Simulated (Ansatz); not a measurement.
The same path of AsBH$_{3}$ (5 atoms, charge 0, multiplicity 2) was run twice with different band settings.

These are results of UKS PBE0-D4/def2-SVP (Ansatz), not measurements.

Relaxed end points:

```xyz
5
Properties=species:S:1:pos:R:3
B -0.103 -0.638 0.100
As 1.053 0.989 -0.018
H -1.242 -0.559 0.496
H 0.372 -1.722 -0.144
H -0.080 1.929 -0.433
```

```xyz
5
Properties=species:S:1:pos:R:3
B -0.088 -0.382 0.164
As 1.085 1.160 0.410
H -1.171 -0.407 0.703
H 0.248 -1.282 -0.571
H -0.073 0.910 -0.706
```

Common settings: spring 5.0 eV/Å²; optimiser quadratic models (default); start path through a guess of the saddle point; force threshold 0.03 eV/Å; iteration limit 60; end points relaxed.

| run | movable images | climbing image |
| --- | --- | --- |
| 1 | 5 | yes |
| 2 | 1 | no |

Task: What does each run give, and how far can it be trusted?

Result: Run 1: converged after 11 iterations, highest image 0.094 eV above the first end. A vibrational analysis at the climbing image gives one clearly imaginary mode, 309i cm⁻¹: a first-order saddle point.
Run 2: converged after 9 iterations, highest image 0.078 eV above the first end. No image climbed, so the highest image needn't sit at the top of the path. So few images can step over the top or miss a turn of the path.
